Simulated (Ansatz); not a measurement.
Correlation energies of C₂H₄OSSi, SMILES `OC1=C[SiH]1S` by basis set

| atom | x (Å) | y (Å) | z (Å) |
| --- | --- | --- | --- |
| O1 | -0.356 | -0.091 | -2.138 |
| C2 | -0.337 | -0.164 | -0.809 |
| C3 | -1.036 | 0.337 | 0.227 |
| Si4 | 0.328 | -0.702 | 0.768 |
| S5 | 2.129 | 0.003 | 1.653 |
| H6 | -1.075 | 0.492 | -2.418 |
| H7 | -1.889 | 0.992 | 0.355 |
| H8 | 0.174 | -2.075 | 1.300 |
| H9 | 2.062 | 1.208 | 1.062 |

The species carries charge 0 and has multiplicity 1. Geometry: relaxed with PBE0-D4/def2-TZVP. It is one conformer, not always the lowest. Frozen core, restricted reference, the Gaussian-basis code of Ansatz. CBS rows extrapolate triple and quadruple zeta; past MP2 they add the triple-zeta difference.

```csv
basis,HF (Eh),MP2 corr.
def2-TZVPP,-839.43767,-0.83904
def2-QZVPP,-839.46461,-0.90322
```

Problem. Estimate the CCSD correlation energy and the (T) correction in each basis where they were run (hartree).

Solution. 
```
     basis  CCSD corr.       (T)
def2-TZVPP    -0.87542  -0.04171
 CBS(def2)    -0.98713     as TZ
```
